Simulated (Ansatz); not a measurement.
Ansatz (a quantum-chemistry and plane-wave program) input (CCSD(T)/aug-cc-pVDZ):

Ansatz 0.2 input:
```yaml
crystal:
  periodic: [false, false, false]
  atoms:
    - {symbol: B, position_ang: [-0.51819148, 0.16644866, -0.02986438]}
    - {symbol: C, position_ang: [-1.57298393, 1.26343685, -0.23154008]}
    - {symbol: C, position_ang: [-0.87905323, -1.34427926, 0.25251191]}
    - {symbol: O, position_ang: [0.78230995, 0.59212866, -0.11208778]}
    - {symbol: C, position_ang: [1.88422691, -0.28616567, 0.04858540]}
    - {symbol: H, position_ang: [-1.30083024, 2.29615158, -0.42410943]}
    - {symbol: H, position_ang: [-2.63972470, 1.07223210, -0.19367790]}
    - {symbol: H, position_ang: [-0.46115438, -1.68247098, 1.20708527]}
    - {symbol: H, position_ang: [-0.45418838, -2.00628673, -0.50990962]}
    - {symbol: H, position_ang: [-1.95423937, -1.52203790, 0.28205376]}
    - {symbol: H, position_ang: [2.79441062, 0.30300670, -0.05178089]}
    - {symbol: H, position_ang: [1.87377992, -0.75936776, 1.03365729]}
    - {symbol: H, position_ang: [1.88128588, -1.06845095, -0.71463753]}
basis:
  gaussian:
    orbitals: aug-cc-pVDZ
magnetization: {spin_polarized: true, initial_magnetization: 1}
correlation: {method: ccsd_t, electrons: outside_noble_gas}
output: {forces: true}
```

End of the output:

```
cycle   1  -20.02324142 eV  change   -9.9e-1 eV  update   1.0e-1
cycle   2  -20.53079310 eV  change   -5.1e-1 eV  update   3.1e-2
cycle   3  -20.66874099 eV  change   -1.4e-1 eV  update   1.9e-2
cycle   4  -20.67055474 eV  change   -1.8e-3 eV  update   6.6e-3
cycle   5  -20.66856945 eV  change    2.0e-3 eV  update   3.7e-3
cycle   6  -20.66920677 eV  change   -6.4e-4 eV  update   1.6e-3
cycle   7  -20.66920938 eV  change   -2.6e-6 eV  update   7.2e-4
cycle   8  -20.66929567 eV  change   -8.6e-5 eV  update   2.6e-4
cycle   9  -20.66935639 eV  change   -6.1e-5 eV  update   1.0e-4
cycle  10  -20.66932615 eV  change    3.0e-5 eV  update   4.0e-5
cycle  11  -20.66932879 eV  change   -2.6e-6 eV  update   1.4e-5
cycle  12  -20.66933892 eV  change   -1.0e-5 eV  update   5.7e-6
cycle  13  -20.66934135 eV  change   -2.4e-6 eV  update   2.3e-6
perturbative correction -0.65365934 eV, -0.0240215378 hartree
the calculation of the forces begins
Total energy: -5949.33542277 eV, -218.6340441823 hartree
Atom 0 at    -0.518191     0.166449    -0.029864 Å, force    -0.056552    -0.368065     0.067330 eV/Å
Atom 1 at    -1.572984     1.263437    -0.231540 Å, force    -0.088893     0.101798    -0.018654 eV/Å
Atom 2 at    -0.879053    -1.344279     0.252512 Å, force     0.024457     0.054601    -0.010418 eV/Å
Atom 3 at     0.782310     0.592129    -0.112088 Å, force     0.251087     0.761508    -0.140693 eV/Å
Atom 4 at     1.884227    -0.286166     0.048585 Å, force    -0.006423    -0.175140     0.031426 eV/Å
Atom 5 at    -1.300830     2.296152    -0.424109 Å, force     0.127297     0.491415    -0.091638 eV/Å
Atom 6 at    -2.639725     1.072232    -0.193678 Å, force    -0.510343    -0.093935     0.018560 eV/Å
Atom 7 at    -0.461154    -1.682471     1.207085 Å, force     0.184907    -0.133167     0.416009 eV/Å
Atom 8 at    -0.454188    -2.006287    -0.509910 Å, force     0.188748    -0.275226    -0.337694 eV/Å
Atom 9 at    -1.954239    -1.522038     0.282054 Å, force    -0.478144    -0.081967     0.013905 eV/Å
Atom 10 at     2.794411     0.303007    -0.051781 Å, force     0.377922     0.252793    -0.043341 eV/Å
Atom 11 at     1.873780    -0.759368     1.033657 Å, force    -0.008763    -0.199682     0.430531 eV/Å
Atom 12 at     1.881286    -1.068451    -0.714638 Å, force    -0.005299    -0.334932    -0.335323 eV/Å
Dipole moment:     0.111481    -0.194421     0.036034 e Å
```

It need not be the lowest isomer of its formula.
